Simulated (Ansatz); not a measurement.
CH₆GeOSi (`[OH][GeH]1[CH2][SiH2]1`), relaxed with RKS PBE-D4/def2-SVP in Ansatz 0.2.0 from a rough embedded geometry. The force threshold is 0.03 eV/Å; the program also tests the step.

Charge 0, multiplicity 1.

Start:

```xyz
10

O     2.200    0.425    0.101
Ge    0.891   -0.711   -0.008
C    -0.556    0.193   -0.874
Si   -1.193    0.121    0.765
H     2.050    1.004    0.899
H     1.142   -2.052   -0.772
H    -0.340    1.188   -1.279
H    -1.157   -0.488   -1.620
H    -2.085   -1.009    1.166
H    -0.954    1.330    1.621
```

```csv
step,energy (eV),largest force (eV/Å),largest move (Å)
1,-67547.9373,4.743,0.000
2,-67548.5669,1.879,0.195
3,-67548.7066,0.569,0.136
4 (rejected),-67548.7031,0.235,0.131
5,-67548.7170,0.289,0.066
6,-67548.7225,0.043,0.039
7,-67548.7242,0.046,0.022
8 (rejected),-67548.7237,0.588,0.083
9,-67548.7264,0.047,0.042
10 (rejected),-67548.7237,0.703,0.096
11,-67548.7287,0.045,0.048
12,-67548.7302,0.238,0.050
13,-67548.7327,0.087,0.075
14 (rejected),-67548.7216,0.195,0.104
15,-67548.7339,0.116,0.051
16,-67548.7344,0.053,0.056
17 (rejected),-67548.7339,0.037,0.026
18,-67548.7346,0.012,0.013
```

End:

```xyz
10

O     2.267    0.587   -0.014
Ge    0.884   -0.580   -0.036
C    -0.681    0.209   -0.986
Si   -1.178    0.031    0.863
H     2.666    0.602    0.877
H     1.341   -2.002   -0.458
H    -0.525    1.245   -1.344
H    -1.205   -0.410   -1.737
H    -2.231   -0.987    1.196
H    -1.338    1.305    1.639
```

It took 13 s on 4 threads of an Intel Xeon 6975P-C on a shared host, with 0.18 GiB of host memory at the peak.
